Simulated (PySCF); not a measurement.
C₂H₂F₂, SMILES FC(=C)F (connectivity only; charge and spin as stated), charge +1, multiplicity 2. Atoms are numbered in the order given.

```xyz
6

C      0.0000     0.0000     1.4080
C      0.0000     0.0000    -0.0092
F      0.0000     1.0655    -0.6818
F      0.0000    -1.0655    -0.6818
H      0.0000    -0.9579     1.9403
H      0.0000     0.9579     1.9403
```
Charge +1, spin multiplicity 2.

Geometry optimised at B3LYP-D3(BJ)/def2-SVP. The spin state was assumed, not searched.

Two levels are set side by side: PBE/pcH-1 (PySCF) and B3LYP/pcH-1 (PySCF). Contact hyperfine couplings, same geometry. Differences are taken from unrounded values.

| quantity | B3LYP |
|---|---|
| A(iso) of 13C, atom C1 (MHz) | 58.5 |
| A(iso) of 13C, atom C2 (MHz) | -13.1 |
| A(iso) of 19F, atom F3 (MHz) | 63.3 |
| A(iso) of 19F, atom F4 (MHz) | 63.3 |
| A(iso) of 1H, atom H5 (MHz) | -51.2 |
| A(iso) of 1H, atom H6 (MHz) | -51.2 |

What does PBE give, and how far is it from B3LYP? (The exact figures need the calculation; the answer reports its results.)


| quantity | PBE | PBE minus B3LYP |
|---|---|---|
| A(iso) of 13C, atom C1 (MHz) | 55.4 | -3.1 |
| A(iso) of 13C, atom C2 (MHz) | -17.8 | -4.6 |
| A(iso) of 19F, atom F3 (MHz) | 33.2 | -30.1 |
| A(iso) of 19F, atom F4 (MHz) | 33.2 | -30.1 |
| A(iso) of 1H, atom H5 (MHz) | -51.5 | -0.3 |
| A(iso) of 1H, atom H6 (MHz) | -51.5 | -0.3 |

Rough cost on one machine, each run with all the roots and properties that it gave: B3LYP against PBE within a factor of 2.
